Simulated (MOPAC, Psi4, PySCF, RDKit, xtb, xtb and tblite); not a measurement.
Two geometries of C₈H₉N, SMILES C=Cc1ccc(N)cc1, relaxed at GFN2-xTB with one dihedral held; other torsions can differ between them too.

Structure A

```
18

C     -3.2364     0.5337    -0.4981
C     -2.1265     1.0772    -0.0103
C     -0.8214     0.4468     0.1123
C      0.2366     1.1748     0.6620
C      1.4936     0.6286     0.7983
C      1.7440    -0.6818     0.3893
N      2.9810    -1.2600     0.5861
C      0.6931    -1.4166    -0.1635
C     -0.5605    -0.8630    -0.2967
H     -3.2783    -0.4763    -0.8679
H     -4.1576     1.0890    -0.5446
H     -2.1627     2.1007     0.3452
H      0.0658     2.1926     0.9846
H      2.2972     1.2118     1.2263
H      3.1983    -2.0591     0.0129
H      3.7512    -0.6271     0.7301
H      0.8747    -2.4322    -0.4873
H     -1.3498    -1.4579    -0.7296
```

Structure B

```
18

C     -3.1813     0.5763    -0.6331
C     -2.0903     1.1199    -0.1048
C     -0.8208     0.4593     0.1580
C      0.2142     1.1872     0.7484
C      1.4387     0.6125     1.0132
C      1.6703    -0.7290     0.7128
N      2.8777    -1.3403     1.0210
C      0.6456    -1.4612     0.1099
C     -0.5731    -0.8792    -0.1567
H     -3.2330    -0.4565    -0.9321
H     -4.0765     1.1546    -0.7861
H     -2.1151     2.1669     0.1755
H      0.0558     2.2286     0.9926
H      2.2251     1.1975     1.4708
H      3.2289    -1.9757     0.3203
H      3.5920    -0.6969     1.3332
H      0.8212    -2.4971    -0.1436
H     -1.3446    -1.4731    -0.6218
```

Which is lower in energy at the level B3LYP-D3(BJ)/def2-SVP // GFN2-xTB run with Psi4 1.11, and by how much?

A is lower, by 0.61 kcal/mol (dihedral C5–C6–N7–H15: -160° in A, -140° in B).

E(B) − E(A) in kcal/mol at the other levels, on the same two geometries: GFN2-xTB (xtb and tblite) 0.81; MMFF94 // GFN2-xTB (RDKit) 0.68; B3LYP/def2-SVP // GFN2-xTB (Psi4) 0.62; PBE/def2-SVP // GFN2-xTB (Psi4) 0.69; PBE-D3(BJ)/def2-SVP // GFN2-xTB (Psi4) 0.69; UFF // GFN2-xTB (RDKit) 1.97; AM1, restricted, heats of formation // GFN2-xTB (MOPAC) 0.33; PM7, restricted, heats of formation // GFN2-xTB (MOPAC) 0.93; GFN1-xTB // GFN2-xTB (xtb) 0.58; restricted B3LYP/6-31G*, spherical d, density fitting // GFN2-xTB (PySCF) 0.35; restricted LDA (SVWN5)/6-31G*, spherical d, density fitting // GFN2-xTB (PySCF) 0.69; restricted Hartree-Fock/STO-3G // GFN2-xTB (PySCF) -0.21; restricted Hartree-Fock/LANL2DZ, density fitting // GFN2-xTB (PySCF) 1.23.
